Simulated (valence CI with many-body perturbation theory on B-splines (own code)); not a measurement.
Lu LVII: electric-dipole lines

Computed by configuration interaction combined with many-body perturbation theory (CI+MBPT): five valence electrons over a frozen Dirac-Fock core [Ne], a basis of 11 s, 11 p, 10 d, 8 f, 5 g, 2 h functions for each j, with the one-electron correlation potential Σ1 (screened to all orders), the two-electron term Σ2, the three-electron term Σ3, Breit, model QED; selected single and double excitations, second order for the rest, scaled by the run's own slope (own B-spline code, finite nucleus).

No measured spectrum was set against this ion. As an estimate, large intervals hold to a few tenths of a per cent, small ones and those within an open d or f shell to about a per cent. Among the levels kept, up to 3000 cm⁻¹ of a level comes from second order outside the variational space, and about a tenth of that is noise between levels of different J, which matters for small intervals.

Lines 1 to 50 of 555 in falling wavelength, among levels below 87.038 Ry, chosen from the strongest by gf and those to the six lowest levels. Wavelengths and rates use the calculated energies. Electric multipoles are in the length gauge, E1 and E2 with the static RPA response of the core. Weak lines are less certain than strong ones. Lines between different terms over intervals too small for the method are left out, as are lines whose strength nearly cancels. The highest levels of a list are the least certain.

Levels are named by their leading jj configuration (3d3/2^4 stands for four electrons in 3d with j = 3/2), which in mixed levels can hold well under half, so a name can repeat and another be missing. Letters in brackets count levels of one name in rising energy.

| λ vac (nm) | Upper | Lower | A (s⁻¹) | S (a.u.) |
| --- | --- | --- | --- | --- |
| 17.25 | (3s^2 3p1/2 3p3/2^2) J=5/2 | (3s^2 3p1/2^2 3d3/2) J=3/2 | 1.40e+07 | 2.13e-04 |
| 10.57 | (3s 3p1/2 3p3/2 3d3/2^2) J=9/2 | (3s^2 3p3/2 3d3/2^2) J=7/2 | 5.10e+09 | 2.97e-02 |
| 10.17 | (3s 3p1/2^2 3d3/2^2) J=5/2 | (3s^2 3p1/2 3d3/2^2) J=3/2 | 5.86e+09 | 1.83e-02 |
| 9.448 | (3s 3p1/2^2 3p3/2 3d3/2) J=7/2 | (3s^2 3p1/2 3p3/2 3d3/2) J=5/2 [b] | 6.69e+09 | 2.23e-02 |
| 9.133 | (3s 3p1/2^2 3d3/2 3d5/2) J=9/2 | (3s^2 3p1/2 3d3/2 3d5/2) J=7/2 [b] | 1.24e+10 | 4.65e-02 |
| 8.834 | (3s 3p1/2 3p3/2^2 3d3/2) J=9/2 | (3s^2 3p3/2^2 3d3/2) J=7/2 | 9.90e+09 | 3.37e-02 |
| 8.663 | (3p1/2^2 3p3/2^2 3d3/2) J=7/2 | (3s 3p1/2 3p3/2^2 3d3/2) J=5/2 [e] | 5.34e+09 | 1.37e-02 |
| 8.578 | (3s 3p1/2^2 3d3/2^2) J=1/2 | (3s^2 3p1/2 3d3/2^2) J=1/2 | 2.14e+10 | 1.33e-02 |
| 8.389 | (3s 3p1/2 3p3/2^2 3d3/2) J=5/2 [c] | (3s^2 3p3/2^2 3d3/2) J=3/2 [b] | 7.06e+09 | 1.23e-02 |
| 8.299 | (3s 3p1/2^2 3p3/2 3d5/2) J=9/2 | (3s^2 3p1/2 3p3/2 3d5/2) J=9/2 | 9.48e+09 | 2.67e-02 |
| 8.298 | (3s 3p1/2^2 3p3/2 3d5/2) J=7/2 [a] | (3s^2 3p1/2 3p3/2 3d5/2) J=7/2 [b] | 6.06e+09 | 1.37e-02 |
| 8.261 | (3s 3p1/2^2 3p3/2 3d5/2) J=7/2 [a] | (3s^2 3p1/2 3p3/2 3d5/2) J=5/2 [b] | 8.93e+09 | 1.99e-02 |
| 8.155 | (3s 3p1/2^2 3p3/2^2) J=5/2 | (3s^2 3p1/2 3p3/2^2) J=5/2 | 8.62e+09 | 1.38e-02 |
| 7.964 | (3s 3p1/2^2 3d3/2^2) J=3/2 | (3s^2 3p1/2 3d3/2^2) J=5/2 | 1.54e+10 | 1.54e-02 |
| 7.941 | (3s 3p1/2 3p3/2^2 3d5/2) J=11/2 | (3s^2 3p3/2^2 3d5/2) J=9/2 | 1.84e+10 | 5.46e-02 |
| 7.799 | (3s 3p1/2^2 3d5/2^2) J=9/2 | (3s^2 3p1/2 3d5/2^2) J=9/2 | 1.56e+10 | 3.64e-02 |
| 7.796 | (3s 3p1/2^2 3d3/2 3d5/2) J=7/2 [a] | (3s^2 3p1/2 3d3/2 3d5/2) J=5/2 [a] | 1.06e+10 | 1.99e-02 |
| 7.785 | (3s 3p1/2^2 3p3/2 3d3/2) J=7/2 | (3s^2 3p1/2 3p3/2 3d3/2) J=7/2 | 1.25e+10 | 2.33e-02 |
| 7.782 | (3s 3p1/2 3p3/2^2 3d5/2) J=7/2 [e] | (3s^2 3p3/2^2 3d5/2) J=5/2 [b] | 1.60e+10 | 2.99e-02 |
| 7.740 | (3s 3p1/2^2 3d5/2^2) J=9/2 | (3s^2 3p1/2 3d5/2^2) J=7/2 | 3.08e+10 | 7.06e-02 |
| 7.739 | (3s 3p1/2 3p3/2^2 3d5/2) J=9/2 [b] | (3s^2 3p3/2^2 3d5/2) J=7/2 | 1.81e+10 | 4.15e-02 |
| 7.694 | (3s 3p1/2^2 3p3/2 3d3/2) J=5/2 [a] | (3s^2 3p1/2 3p3/2 3d3/2) J=5/2 [a] | 1.27e+10 | 1.71e-02 |
| 7.666 | (3s 3p1/2^2 3p3/2 3d5/2) J=9/2 | (3s^2 3p1/2 3p3/2 3d5/2) J=7/2 [a] | 2.33e+10 | 5.17e-02 |
| 7.660 | (3s 3p1/2^2 3d3/2 3d5/2) J=3/2 [a] | (3s^2 3p1/2 3d3/2 3d5/2) J=1/2 | 1.44e+10 | 1.28e-02 |
| 7.640 | (3s 3p1/2^2 3d5/2^2) J=5/2 | (3s^2 3p1/2 3d5/2^2) J=5/2 | 2.07e+10 | 2.74e-02 |
| 7.622 | (3s 3p1/2^2 3p3/2 3d5/2) J=5/2 [a] | (3s^2 3p1/2 3p3/2 3d5/2) J=5/2 [a] | 1.44e+10 | 1.89e-02 |
| 7.618 | (3s 3p1/2^2 3d5/2^2) J=5/2 | (3s^2 3p1/2 3d5/2^2) J=3/2 | 2.56e+10 | 3.36e-02 |
| 7.613 | (3s 3p1/2^2 3d3/2 3d5/2) J=7/2 [a] | (3s^2 3p1/2 3d3/2 3d5/2) J=7/2 [a] | 1.83e+10 | 3.19e-02 |
| 7.591 | (3s 3p1/2^2 3p3/2^2) J=5/2 | (3s^2 3p1/2 3p3/2^2) J=3/2 | 1.37e+10 | 1.77e-02 |
| 7.572 | (3s 3p1/2^2 3d3/2 3d5/2) J=3/2 [a] | (3s^2 3p1/2 3d3/2 3d5/2) J=3/2 [a] | 1.43e+10 | 1.22e-02 |
| 7.568 | (3s 3p1/2 3p3/2^3) J=5/2 | (3s^2 3p3/2^3) J=3/2 | 1.46e+10 | 1.87e-02 |
| 7.564 | (3s 3p1/2^2 3d3/2 3d5/2) J=5/2 [a] | (3s^2 3p1/2 3d3/2 3d5/2) J=5/2 [a] | 1.36e+10 | 1.75e-02 |
| 7.548 | (3p1/2^2 3p3/2^2 3d3/2) J=7/2 | (3s 3p1/2 3p3/2^2 3d3/2) J=7/2 [c] | 1.87e+10 | 3.18e-02 |
| 7.498 | (3s 3p1/2^2 3d3/2^2) J=5/2 | (3s^2 3p1/2 3d3/2^2) J=5/2 | 1.91e+10 | 2.39e-02 |
| 7.462 | (3s 3p1/2^2 3p3/2 3d5/2) J=5/2 [a] | (3s^2 3p1/2 3p3/2 3d5/2) J=3/2 [a] | 2.06e+10 | 2.53e-02 |
| 7.450 | (3s 3p1/2^2 3p3/2 3d5/2) J=7/2 [b] | (3s^2 3p1/2 3p3/2 3d5/2) J=5/2 [b] | 8.66e+09 | 1.41e-02 |
| 7.406 | (3s 3p1/2^2 3d5/2^2) J=1/2 | (3s^2 3p1/2 3d5/2^2) J=1/2 | 4.82e+10 | 1.93e-02 |
| 7.404 | (3s 3p1/2^2 3p3/2^2) J=1/2 | (3s^2 3p1/2 3p3/2^2) J=1/2 | 2.99e+10 | 1.20e-02 |
| 7.396 | (3s 3p1/2^2 3d3/2 3d5/2) J=9/2 | (3s^2 3p1/2 3d3/2 3d5/2) J=9/2 | 1.88e+10 | 3.75e-02 |
| 7.391 | (3s 3p1/2^2 3d3/2 3d5/2) J=5/2 [a] | (3s^2 3p1/2 3d3/2 3d5/2) J=7/2 [a] | 1.40e+10 | 1.67e-02 |
| 7.369 | (3s 3p1/2 3p3/2^2 3d3/2) J=5/2 [c] | (3s^2 3p3/2^2 3d3/2) J=5/2 | 9.89e+09 | 1.17e-02 |
| 7.332 | (3s 3p1/2^2 3p3/2 3d5/2) J=3/2 [b] | (3s^2 3p1/2 3p3/2 3d5/2) J=1/2 | 1.88e+10 | 1.46e-02 |
| 7.276 | (3s 3p1/2 3p3/2^2 3d3/2) J=7/2 [c] | (3s^2 3p3/2^2 3d3/2) J=7/2 | 1.85e+10 | 2.81e-02 |
| 7.213 | (3s 3p1/2^2 3p3/2 3d5/2) J=3/2 [a] | (3s^2 3p1/2 3p3/2 3d5/2) J=5/2 [a] | 2.31e+10 | 1.71e-02 |
| 7.206 | (3s 3p1/2 3p3/2^2 3d5/2) J=7/2 [d] | (3s^2 3p3/2^2 3d5/2) J=5/2 [a] | 1.89e+10 | 2.79e-02 |
| 7.180 | (3s 3p1/2^2 3p3/2 3d5/2) J=7/2 [a] | (3s^2 3p1/2 3p3/2 3d5/2) J=9/2 | 7.21e+09 | 1.05e-02 |
| 7.179 | (3s 3p1/2^2 3d3/2 3d5/2) J=5/2 [b] | (3s^2 3p1/2 3d3/2 3d5/2) J=3/2 [a] | 1.08e+10 | 1.18e-02 |
| 7.175 | (3s 3p1/2^2 3p3/2 3d5/2) J=3/2 [b] | (3s^2 3p1/2 3p3/2 3d5/2) J=3/2 [b] | 2.35e+10 | 1.71e-02 |
| 7.141 | (3s 3p1/2^2 3d5/2^2) J=3/2 | (3s^2 3p1/2 3d5/2^2) J=5/2 | 3.81e+10 | 2.74e-02 |
| 7.058 | (3s 3p1/2^2 3d3/2 3d5/2) J=7/2 [b] | (3s^2 3p1/2 3d3/2 3d5/2) J=9/2 | 3.41e+10 | 4.74e-02 |
